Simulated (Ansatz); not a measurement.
C2H3AlF2O, SMILES `F[CH]1O[CH2][Al]1[F]`, relaxed with RKS PBE-D4/def2-SVP in the Gaussian-basis code of Ansatz from a rough embedded geometry. The force threshold is 0.03 eV/Å; the program also tests the step.

Charge 0, multiplicity 1.

Start:

```xyz
9

F     0.181    1.681   -1.526
C    -0.177    1.046   -0.308
O    -1.141    0.036   -0.551
C    -0.482   -1.010   -0.119
Al    1.197   -0.159    0.410
F     2.199   -0.151    1.934
H    -0.553    1.826    0.429
H    -0.976   -1.539    0.731
H    -0.249   -1.731   -0.999
```

Question: By how much does the energy fall, and how many steps does the optimiser take? (An estimate is asked.)

Answer: Ansatz gave: 162.98 kJ/mol, in 13 steps, 1 of them rejected.

Question: Which bonds change most? (Best estimate.)

Answer: Computed: O3–C4 from 1.310 to 1.463 Å; Al5–F6 from 1.824 to 1.678 Å; C4–H9 from 1.161 to 1.111 Å; C2–Al5 from 1.963 to 2.004 Å.

Question: Give the relaxed structure. (An estimate is asked.)

Answer: Computed: 
```xyz
9

F     0.187    1.441   -1.580
C    -0.148    1.201   -0.246
O    -1.074    0.138   -0.131
C    -0.404   -1.162   -0.095
Al    1.085   -0.089    0.665
F     2.288   -0.203    1.829
H    -0.637    2.119    0.144
H    -1.009   -1.852    0.526
H    -0.288   -1.592   -1.113
```
